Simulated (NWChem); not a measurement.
System: CH5FOSi; SMILES C([SiH2]F)O

Input file for NWChem:

```
start job
memory heap 200 mb stack 900 mb global 1100 mb
geometry units angstroms
  O     -1.922220     0.293025    -0.149837
  C     -0.980498    -0.734992    -0.427610
  Si     0.818420    -0.101118    -0.357668
  F      1.104704     0.463028     1.117950
  H     -1.810956     1.004273    -0.788537
  H     -1.212135    -1.203654    -1.393336
  H     -1.157646    -1.491115     0.339997
  H      1.774514    -1.174640    -0.566850
  H      0.975071     1.062146    -1.223219
end
basis spherical
  * library def2-svp
end
dft
  xc pbe0
  iterations 150
end
driver
  maxiter 120
end
task dft optimize
task dft freq
```

Excerpt of the output:

```
             Northwest Computational Chemistry Package (NWChem) 7.3.0
             --------------------------------------------------------

 C1  symmetry detected

                             Geometry "geometry" -> ""
                             -------------------------

 Output coordinates in angstroms (scale by  1.889725989 to convert to a.u.)

  No.       Tag          Charge          X              Y              Z
 ---- ---------------- ---------- -------------- -------------- --------------
    1 O                    8.0000     0.62261964    -1.80797169     0.17953902
    2 C                    6.0000    -0.42425523    -1.07818852    -0.44678889
    3 Si                  14.0000    -0.51159593     0.72640860     0.16851178
    4 F                    9.0000     0.88182182     1.44938270    -0.16818265
    5 H                    1.0000     0.48483743    -1.80340603     1.13200230
    6 H                    1.0000    -1.37918880    -1.60337351    -0.31184785
    7 H                    1.0000    -0.19201644    -1.11581516    -1.51307839
    8 H                    1.0000    -1.53377476     1.48391207    -0.53267384
    9 H                    1.0000    -0.58933645     0.75742248     1.62449796

 Effective nuclear repulsion energy (a.u.)     174.8464848969

                                Z-matrix (autoz)
                                --------

 Units are Angstrom for bonds and degrees for angles

[...]

      ----------------------
      Optimization converged
      ----------------------

  Step       Energy      Delta E   Gmax     Grms     Xrms     Xmax
  ---- ---------------- -------- -------- -------- -------- --------
@   12    -505.10237168 -2.4D-07  0.00007  0.00002  0.00084  0.00171
                                     ok       ok       ok       ok

                                Z-matrix (autoz)
                                --------

 Units are Angstrom for bonds and degrees for angles

[...]

 Rotational Constants
 --------------------
 A=   0.376380 cm-1  (  0.541514 K)
 B=   0.114571 cm-1  (  0.164839 K)
 C=   0.099721 cm-1  (  0.143473 K)

 Temperature                      =   298.15K
 frequency scaling parameter      =   1.0000

 Zero-Point correction to Energy  =   38.935 kcal/mol  (  0.062047 au)
 Thermal correction to Energy     =   42.531 kcal/mol  (  0.067777 au)
 Thermal correction to Enthalpy   =   43.123 kcal/mol  (  0.068721 au)

 Total Entropy                    =   75.099 cal/mol-K
   - Translational                =   39.036 cal/mol-K (mol. weight =  80.0094)
   - Rotational                   =   25.420 cal/mol-K (symmetry #  =        1)
   - Vibrational                  =   10.643 cal/mol-K

 Cv (constant volume heat capacity) =   18.836 cal/mol-K
   - Translational                  =    2.979 cal/mol-K
   - Rotational                     =    2.979 cal/mol-K
   - Vibrational                    =   12.877 cal/mol-K

[normal modes left out]

 ----------------------------------------------------------------------------
 Normal Eigenvalue ||           Projected Infra Red Intensities
  Mode   [cm**-1]  || [atomic units] [(debye/angs)**2] [(KM/mol)] [arbitrary]
 ------ ---------- || -------------- ----------------- ---------- -----------
    1       -0.000 ||    0.000204           0.005         0.198       0.045
    2       -0.000 ||    0.002732           0.063         2.664       0.602
    3        0.000 ||    0.000124           0.003         0.121       0.027
    4        0.000 ||    0.001634           0.038         1.593       0.360
    5        0.000 ||    0.002278           0.053         2.220       0.502
    6        0.000 ||    0.000089           0.002         0.086       0.020
    7      101.909 ||    0.000513           0.012         0.500       0.113
    8      174.151 ||    0.009985           0.230         9.734       2.200
    9      260.668 ||    0.027959           0.645        27.255       6.160
   10      323.670 ||    0.138488           3.195       135.005      30.514
   11      569.035 ||    0.042072           0.971        41.014       9.270
   12      660.268 ||    0.012138           0.280        11.833       2.675
   13      741.752 ||    0.041278           0.952        40.240       9.095
   14      787.151 ||    0.021110           0.487        20.579       4.651
   15      868.959 ||    0.012942           0.299        12.617       2.852
   16      940.978 ||    0.168532           3.888       164.294      37.134
   17      977.472 ||    0.227404           5.246       221.685      50.106
   18     1108.072 ||    0.097455           2.248        95.004      21.473
   19     1165.028 ||    0.027968           0.645        27.264       6.162
   20     1298.546 ||    0.001497           0.035         1.459       0.330
   21     1377.477 ||    0.036116           0.833        35.208       7.958
   22     1441.710 ||    0.007595           0.175         7.404       1.674
   23     2237.067 ||    0.105818           2.441       103.157      23.316
   24     2249.107 ||    0.151901           3.504       148.080      33.470
   25     2981.289 ||    0.040402           0.932        39.386       8.902
   26     3103.151 ||    0.006959           0.161         6.784       1.533
   27     3881.122 ||    0.040187           0.927        39.176       8.855
 ----------------------------------------------------------------------------
```

Level: PBE0/def2-SVP.
